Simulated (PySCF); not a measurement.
Zn(SH) (HSZn), SMILES [Zn+][SH], charge +1.

The structure is a stationary point at B3LYP-D3(BJ)/def2-TZVP. The multiplicity is an assumed one; other spin states were not compared. The isomer is the one that the SMILES or the coordinates give; other isomers of the formula were not compared.

Computed with PBE/def2-TZVPD (PySCF).

Symmetry labels are those of the subgroup Cs that the program uses (full group Cs).

Task: List the valence orbital energies around the gap with their symmetry. (The exact figures need the calculation; the answer reports its results.)

Result: 
```csv
orbital,symmetry,energy (eV)
HOMO−7,A',-19.67
HOMO−6,A',-19.57
HOMO−5,A",-19.54
HOMO−4,A",-19.47
HOMO−3,A',-19.47
HOMO−2,A',-15.88
HOMO−1,A',-14.50
HOMO,A",-12.20
LUMO,A',-11.15
LUMO+1,A',-7.35
LUMO+2,A",-6.92
LUMO+3,A',-5.58
```
